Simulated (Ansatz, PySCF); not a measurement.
F2OS, SMILES O=S(F)F. Atoms are numbered in the order given.

```xyz
4

O      1.3592    -0.3788     0.0000
S      0.1679     0.4012     0.0000
F     -0.7654    -0.1909     1.1656
F     -0.7654    -0.1909    -1.1656
```
Charge 0, spin multiplicity 1.

Geometry: B3LYP-D3(BJ)/def2-TZVP.

Two levels are set side by side: PBE-D3(BJ)/def2-TZVP (Ansatz, a first-principles code) and B3LYP-D3(BJ)/def2-TZVP (Ansatz). Each level has its own optimised geometry; the coordinates shown are those of the second. Frequencies come from the Hessian of PySCF at each geometry. Differences are taken from unrounded values.

| quantity | B3LYP-D3(BJ) | PBE-D3(BJ) | PBE-D3(BJ) minus B3LYP-D3(BJ) |
|---|---|---|---|
| mean bond length (Å) | 1.545 | 1.566 | 0.021 |
| bond O1–S2 (Å) | 1.424 | 1.440 | 0.016 |
| bond S2–F3 (Å) | 1.606 | 1.629 | 0.023 |
| bond S2–F4 (Å) | 1.606 | 1.629 | 0.023 |
| highest harmonic wavenumber (cm⁻¹) | 1339 | 1288 | -52 |
| mean harmonic wavenumber (cm⁻¹) | 684 | 649 | -35 |
| zero-point energy (kcal/mol) | 5.86 | 5.57 | -0.30 |

GGA bonds tend to be longer and softer than those of functionals with exact exchange. Differences between two approximate levels are no errors against the true value.
